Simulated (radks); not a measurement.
The numbers below are computed, except where a source is named.
Question: The mean radii <r> (bohr) of the occupied orbitals of an atom or ion are listed with their occupations. Level of theory: Dirac Kohn-Sham, PBE, spin-unpolarised, spherical densities, finite nucleus; Fermi nuclear charge, rms radius of each element as measured or else 0.836 A^(1/3) + 0.57 fm (a radial shooting solver on a logarithmic mesh with Libxc functionals).

| orbital | occ. | <r> |
|---|---|---|
| 1s1/2 | 2 | 0.03344 |
| 2s1/2 | 2 | 0.1453 |
| 2p1/2 | 2 | 0.1236 |
| 2p3/2 | 4 | 0.1284 |
| 3s1/2 | 2 | 0.4023 |
| 3p1/2 | 2 | 0.3955 |
| 3p3/2 | 4 | 0.4061 |
| 3d3/2 | 4 | 0.3818 |
| 3d5/2 | 6 | 0.3853 |
| 4s1/2 | 2 | 1.004 |
| 4p1/2 | 2 | 1.077 |
| 4p3/2 | 4 | 1.104 |
| 4d3/2 | 4 | 1.365 |

Name the element and its charge. Open shells, if any, fill j = l - 1/2 first.

Answer: Z = 44, ruthenium, charge +4: Ru4+ in [Kr] 4d4. The 1s radius gives Z: for a bare nucleus <r> = (2 gamma + 1)/(2Z) with gamma = sqrt(1 - (Z/c)^2), 0.03289 bohr for Z = 44, and screening makes it slightly larger (0.03344 here). The occupations add up to 40, and the charge is Z minus that.
